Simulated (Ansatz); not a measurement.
Basis-set extrapolation for CH₆AlClSi (PBE0-D4/def2-TZVP geometry, frozen core, the Gaussian-basis code of Ansatz). Multiplicity 1, RHF reference.

|  | def2-TZVPP | def2-QZVPP |
| --- | --- | --- |
| HF | -1031.742923 | -1031.773472 |
| MP2 correlation | -0.572816 | -0.618637 |
| CCSD(T) correlation | -0.661192 | not run |

Energies in hartree. Use E(X) = E(∞) + A·exp(−7.88·√X) for Hartree–Fock and E(X) = E(∞) + B·X^(−2.97) for correlation, with X = 3 and 4, and add CCSD(T) minus MP2 of the smaller set to the MP2 limit.

Task: What is the CCSD(T) energy at the basis-set limit?

Result: HF limit: -1031.773472 + (-0.030549) × 0.13774 = -1031.77768. MP2 limit: -0.618637 + (-0.045821) × 0.74074 = -0.65258. Higher-order term: -0.661192 − (-0.572816) = -0.08838. Total: -1032.51864 hartree, 300.7 kJ/mol below CCSD(T)/def2-TZVPP.
